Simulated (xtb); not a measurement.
Method: GFN2-xTB (xtb).

```
xtb start.xyz --ohess tight --gfn 2 --chrg 0 --uhf 0 --iterations 400

# start.xyz
5

Hf     0.000000     0.000000     0.000000
Br     0.120982     2.560585    -1.271594
Br     1.710329    -0.007477     2.294101
Br     0.859289    -2.018762    -1.836955
Br    -2.690601    -0.534345     0.814447
```

Output:

```
[...]
       ...           ...                  ...                  ...
        10        2.0000           -0.4629340             -12.5971
        11        2.0000           -0.4629299             -12.5970
        12        2.0000           -0.4611638             -12.5489
        13        2.0000           -0.4611634             -12.5489
        14        2.0000           -0.4589783             -12.4894
        15        2.0000           -0.4589705             -12.4892
        16        2.0000           -0.4589583             -12.4889 (HOMO)
        17                         -0.3445978              -9.3770 (LUMO)
        18                         -0.3445978              -9.3770
        19                         -0.3368980              -9.1675
        20                         -0.3368952              -9.1674
        21                         -0.3368921              -9.1673
       ...                                ...                  ...
        45                          1.1660040              31.7286
      -------------------------------------------------------------
                  HL-Gap            0.1143605 Eh            3.1119 eV
             Fermi-level           -0.4017781 Eh          -10.9329 eV


         :::::::::::::::::::::::::::::::::::::::::::::::::::::
         ::                     SUMMARY                     ::
         :::::::::::::::::::::::::::::::::::::::::::::::::::::
         :: total energy             -18.079294221052 Eh    ::
         :: gradient norm              0.000099954451 Eh/a0 ::
         :: HOMO-LUMO gap              3.111907656112 eV    ::
         ::.................................................::
         :: SCC energy               -18.103446605233 Eh    ::
         :: -> isotropic ES           -0.026320425210 Eh    ::
         :: -> anisotropic ES          0.014958541565 Eh    ::
         :: -> anisotropic XC         -0.021793631826 Eh    ::
         :: -> dispersion             -0.006381599062 Eh    ::
         :: repulsion energy           0.024152384181 Eh    ::
         :: add. restraining           0.000000000000 Eh    ::
         :: total charge               0.000000000000 e     ::
         :::::::::::::::::::::::::::::::::::::::::::::::::::::

           -------------------------------------------------
          |                Numerical Hessian                |
           -------------------------------------------------
step length          :   0.00500
SCC accuracy         :   0.30000
Hessian scale factor :   1.00000
frozen atoms in %    :   0.00000    0
RMS gradient         :   0.00010
estimated CPU  time      0.01 min
estimated wall time      0.01 min

writing file <hessian>.

 projected vibrational frequencies (cm⁻¹)
eigval :       -0.00    -0.00     0.00     0.00     0.00     0.00
eigval :       39.23    39.26    42.16    42.18    42.22   160.19
eigval :      227.02   227.11   227.26
           -------------------------------------------------
          |                Property Printout                |
           -------------------------------------------------

    * Orbital Energies and Occupations

         #    Occupation            Energy/Eh            Energy/eV
      -------------------------------------------------------------
         1        2.0000           -0.9077076             -24.7000
       ...           ...                  ...                  ...
         4        2.0000           -0.8926842             -24.2912
         5        2.0000           -0.6191994             -16.8493
         6        2.0000           -0.4946093             -13.4590
         7        2.0000           -0.4946074             -13.4590
         8        2.0000           -0.4946035             -13.4588
         9        2.0000           -0.4629405             -12.5973
        10        2.0000           -0.4629341             -12.5971
        11        2.0000           -0.4629299             -12.5970
        12        2.0000           -0.4611638             -12.5489
        13        2.0000           -0.4611634             -12.5489
        14        2.0000           -0.4589783             -12.4894
        15        2.0000           -0.4589705             -12.4892
        16        2.0000           -0.4589583             -12.4889 (HOMO)
        17                         -0.3445979              -9.3770 (LUMO)
        18                         -0.3445979              -9.3770
        19                         -0.3368981              -9.1675
        20                         -0.3368953              -9.1674
        21                         -0.3368922              -9.1673
        22                         -0.1353745              -3.6837
        23                          0.0062344               0.1696
        24                          0.0062388               0.1698
        25                          0.0062421               0.1699
        26                          0.0117419               0.3195
        27                          0.0117498               0.3197
       ...                                ...                  ...
        45                          1.1660039              31.7286
      -------------------------------------------------------------
                  HL-Gap            0.1143604 Eh            3.1119 eV
             Fermi-level           -0.4017781 Eh          -10.9329 eV

     #   Z          covCN         q      C6AA      α(0)
     1  72 Hf       3.016     1.155   130.290    24.572
     2  35 Br       0.754    -0.289   192.528    22.370
     3  35 Br       0.754    -0.289   192.530    22.370
     4  35 Br       0.754    -0.289   192.532    22.370
     5  35 Br       0.754    -0.289   192.531    22.370

 Mol. C6AA /au·bohr⁶  :       4430.886386
 Mol. C8AA /au·bohr⁸  :     359015.910655
 Mol. α(0) /au        :        114.051920

Wiberg/Mayer (AO) data.
largest (>0.10) Wiberg bond orders for each atom

 ---------------------------------------------------------------------------
     #   Z sym  total        # sym  WBO       # sym  WBO       # sym  WBO
 ---------------------------------------------------------------------------
     1  72 Hf   3.561 --     2 Br   0.890     3 Br   0.890     5 Br   0.890
                             4 Br   0.890
     2  35 Br   1.134 --     1 Hf   0.890
     3  35 Br   1.134 --     1 Hf   0.890
     4  35 Br   1.134 --     1 Hf   0.890
     5  35 Br   1.134 --     1 Hf   0.890
 ---------------------------------------------------------------------------

Topologies differ in total number of bonds
Writing topology from bond orders to xtbtopo.mol

molecular dipole:
                 x           y           z       tot (Debye)
 q only:        0.000       0.001       0.000
   full:        0.000       0.001      -0.000       0.003
molecular quadrupole (traceless):
                xx          xy          yy          xz          yz          zz
 q only:       -0.001       0.001       0.001       0.001      -0.002      -0.001
  q+dip:       -0.000       0.001       0.002       0.001      -0.002      -0.001
   full:       -0.001       0.001       0.002       0.001      -0.002      -0.001

           -------------------------------------------------
          |                Geometry Summary                 |
           -------------------------------------------------

      molecular mass/u    :      498.0990898
   center of mass at/Å    :        0.0000068       0.0000344      -0.0000010
  moments of inertia/u·Å² :        0.1323312E+04   0.1323374E+04   0.1323396E+04
rotational constants/cm⁻¹ :        0.1273897E-01   0.1273837E-01   0.1273816E-01

 * 4 selected distances

     #   Z          #   Z                                           value/Å
     1  72 Hf       2  35 Br                                      2.4918732 (min)
     1  72 Hf       3  35 Br                                      2.4921016
     1  72 Hf       4  35 Br                                      2.4923381 (max)
     1  72 Hf       5  35 Br                                      2.4922313

 * 1 distinct bonds (by element types)

   Z      Z             #   av. dist./Å        max./Å        min./Å
  35 Br  72 Hf          4     2.4921361     2.4923381     2.4918732

           -------------------------------------------------
          |               Frequency Printout                |
           -------------------------------------------------
 projected vibrational frequencies (cm⁻¹)
eigval :       -0.00    -0.00     0.00     0.00     0.00     0.00
eigval :       39.23    39.26    42.16    42.18    42.22   160.19
eigval :      227.02   227.11   227.26
 reduced masses (amu)
   1: 94.53   2: 92.68   3: 93.11   4:100.00   5: 94.38   6:110.71   7: 79.91   8: 79.90
   9:104.94  10:104.94  11:104.94  12: 79.90  13:118.12  14:118.12  15:118.12
 IR intensities (km·mol⁻¹)
   1:  0.00   2:  0.00   3:  0.00   4:  0.00   5:  0.00   6:  0.00   7:  0.00   8:  0.00
   9: 21.59  10: 21.57  11: 21.52  12:  0.00  13: 47.05  14: 47.08  15: 47.10
 Raman intensities (Ä⁴*amu⁻¹)
   1:  0.00   2:  0.00   3:  0.00   4:  0.00   5:  0.00   6:  0.00   7:  0.00   8:  0.00
Molecule has the following symmetry elements: 4*(C3) 3*(C2) 3*(S4) 6*(sigma)
It seems to be the Td point group
   9:  0.00  10:  0.00  11:  0.00  12:  0.00  13:  0.00  14:  0.00  15:  0.00
 output can be read by thermo (or use thermo option).
 writing <g98.out> molden fake output.
 recommended (thermochemical) frequency scaling factor: 1.0
           -------------------------------------------------
          |             Thermodynamic Functions             |
           -------------------------------------------------

td  symmetry found (for desy threshold:  0.10E+00) used in thermo

          ...................................................
          :                      SETUP                      :
          :.................................................:
          :  # frequencies                           9      :
          :  # imaginary freq.                       0      :
          :  linear?                             false      :
          :  only rotor calc.                    false      :
          :  symmetry                               td      :
          :  rotational number                      12      :
          :  scaling factor                  1.0000000      :
          :  rotor cutoff                   50.0000000 cm⁻¹ :
          :  imag. cutoff                  -20.0000000 cm⁻¹ :
          :.................................................:

    mode    ω/cm⁻¹     T·S(HO)/kcal·mol⁻¹    T·S(FR)/kcal·mol⁻¹   T·S(vib)
   ------------------------------------------------------------------------
       1     39.23    -1.57949 ( 27.48%)    -1.12832 ( 72.52%)    -1.25230
       2     39.26    -1.57896 ( 27.55%)    -1.12806 ( 72.45%)    -1.25229
       3     42.16    -1.53693 ( 33.58%)    -1.10698 ( 66.42%)    -1.25135
       4     42.18    -1.53665 ( 33.62%)    -1.10684 ( 66.38%)    -1.25134
       5     42.22    -1.53613 ( 33.70%)    -1.10658 ( 66.30%)    -1.25133
       6    160.19    -0.75954 ( 99.06%)    -0.71160 (  0.94%)    -0.75909
       7    227.02    -0.56719 ( 99.77%)    -0.60831 (  0.23%)    -0.56728
       8    227.11    -0.56697 ( 99.77%)    -0.60819 (  0.23%)    -0.56707
       9    227.26    -0.56662 ( 99.77%)    -0.60800 (  0.23%)    -0.56672
   ------------------------------------------------------------------------

   temp. (K)  partition function   enthalpy   heat capacity  entropy
                                   cal/mol     cal/K/mol   cal/K/mol   J/K/mol
 298.15  VIB  0.338E+05             4049.600     13.784     29.244
         ROT  0.306E+06              888.752      2.981     28.086
         INT  0.104E+11             4938.352     16.764     57.329
         TR   0.108E+29             1481.254      4.968     44.484
         TOT                        6419.6058    21.7326   101.8133   425.9868

       T/K    H(0)-H(T)+PV         H(T)/Eh          T*S/Eh         G(T)/Eh
   ------------------------------------------------------------------------
    298.15    0.102303E-01    0.126147E-01    0.483748E-01   -0.357601E-01
   ------------------------------------------------------------------------

         :::::::::::::::::::::::::::::::::::::::::::::::::::::
         ::                  THERMODYNAMIC                  ::
         :::::::::::::::::::::::::::::::::::::::::::::::::::::
         :: total free energy         -18.115054280056 Eh   ::
         ::.................................................::
         :: total energy              -18.079294221052 Eh   ::
         :: zero point energy           0.002384429545 Eh   ::
         :: G(RRHO) w/o ZPVE           -0.038144488548 Eh   ::
         :: G(RRHO) contrib.           -0.035760059004 Eh   ::
         :::::::::::::::::::::::::::::::::::::::::::::::::::::

optimized geometry written to: xtbopt.xyz

           -------------------------------------------------
          | TOTAL ENERGY              -18.079294221052 Eh   |
          | TOTAL ENTHALPY            -18.066679498426 Eh   |
          | TOTAL FREE ENERGY         -18.115054280056 Eh   |
          | GRADIENT NORM               0.000099970960 Eh/α |
          | HOMO-LUMO GAP               3.111905256345 eV   |
           -------------------------------------------------

------------------------------------------------------------------------
```

Cost: around 0.7 core-seconds (rough).
